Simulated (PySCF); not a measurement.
These are PySCF with PBE-D3(BJ)/def2-TZVP // r2SCAN-D4/def2-TZVP values and carry that method's errors. All species are isolated molecules in the gas phase. 

Reference species (SMILES): `B[Si](F)(F)F` (neutral, multiplicity 1).

```yaml
dipole_moment: 1.92 D
```

Changed species: `F[Si](F)(F)I` (whole molecule; the reference has whole molecule).

### Question
Predict the effect on the dipole moment.

### Answer
the dipole moment falls by 0.76 D, to 1.16 D.
